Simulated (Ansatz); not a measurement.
`O[C]1=[N][Al]1[OH]`, relaxed with RKS PBE-D4/def2-SVP in Ansatz from a rough embedded geometry. The force threshold is 0.03 eV/Å; the program also tests the step.

Total charge 0; spin multiplicity 1.

Start:

```xyz
7

O    -0.462    1.616   -1.341
C    -0.572    0.608   -0.423
N    -1.375   -0.013    0.503
Al    0.145   -0.784    0.453
O     1.436   -2.071    0.792
H    -1.127    2.281   -1.530
H     1.954   -1.638    1.546
```

Question: How much energy does the relaxation release, and in how many steps? (Estimate.)

Answer: The calculation gave: 31.39 kcal/mol, in 11 steps, 1 of them rejected.

Question: Which bonds change most? (Best estimate.)

Answer: The calculation gave: Al4–O5 from 1.854 to 1.700 Å; N3–Al4 from 1.705 to 1.821 Å; C2–Al4 from 1.794 to 1.854 Å; C2–N3 from 1.373 to 1.323 Å.

Question: Give the relaxed structure. (An estimate is asked.)

Answer: Computed: 
```xyz
7

O    -0.473    1.792   -1.320
C    -0.323    0.735   -0.524
N    -1.305    0.102    0.096
Al    0.286   -0.690    0.494
O     1.151   -1.902    1.314
H    -1.450    1.970   -1.326
H     2.115   -2.007    1.266
```
